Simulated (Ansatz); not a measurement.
C2H8AsGa, singlet, geometry from GFN2-xTB (such geometries of metal compounds can be far from the true shape), with bond 7-6 at 1.8 times its length; CASSCF(4,4)/STO-3G in Ansatz (a quantum-chemistry and plane-wave program).

Input for Ansatz:
Ansatz 0.2 input:
```yaml
crystal:
  periodic: [false, false, false]
  atoms:
    - {symbol: Ga, position_ang: [0.40985053, -0.56889452, 0.35163441]}
    - {symbol: C, position_ang: [2.16743024, -1.27022054, -0.45993239]}
    - {symbol: H, position_ang: [2.05209564, -2.29861108, -0.81939084]}
    - {symbol: H, position_ang: [2.97704479, -1.27822050, 0.27675967]}
    - {symbol: H, position_ang: [2.49241958, -0.65662151, -1.30777085]}
    - {symbol: C, position_ang: [-0.31040329, -1.51343412, 2.03366686]}
    - {symbol: H, position_ang: [-0.84429195, -3.36778228, 1.62733497]}
    - {symbol: H, position_ang: [-1.18723832, -0.99792520, 2.44143014]}
    - {symbol: H, position_ang: [0.44579178, -1.56423809, 2.82332340]}
    - {symbol: As, position_ang: [-0.82756423, 1.29205398, -0.69988220]}
    - {symbol: H, position_ang: [-2.07932103, 0.47900889, -0.46091231]}
    - {symbol: H, position_ang: [-0.63169256, 0.56011210, -2.00832715]}
basis:
  gaussian:
    orbitals: STO-3G
hamiltonian:
  xc: hf
magnetization: {spin_polarized: false}
correlation: {active_space: {window: {electrons: 4, orbitals: 4}}}
```

Output, abridged:

```
Functional definition: HF
607 factors; integrals over basis functions are off by at most 9.2e-5 eV
mean field evaluation 1: about -113998.6529 eV, gradient 1.4e1 eV
mean field evaluation 2: about -113998.7165 eV, gradient 1.4e1 eV
mean field evaluation 4: about -114000.0695 eV, gradient 2.7e0 eV
mean field evaluation 8: about -114000.1141 eV, gradient 5.5e-1 eV
mean field evaluation 16: about -113999.4456 eV, gradient 8.8e0 eV
mean field evaluation 32: about -114000.1137 eV, gradient 3.0e-1 eV
mean field -114000.11599948 eV, -4189.4269909270 hartree, gradient 2.7e-6 eV, S^2 0.000000; 6 other end points of the search recorded, 0 dependent functions left out
reference -114000.11599948 eV, -4189.4269909270 hartree; 42, 42 occupied and 12, 12 virtual orbitals, 607 factors
state -114005.53973365 eV, -4189.6263094812 hartree
the orbitals are reached from a further start. From the first start the search ends at -114002.95899321 eV, -4189.5314690194 hartree
Total energy: -114005.53973365 eV, -4189.6263094812 hartree
```
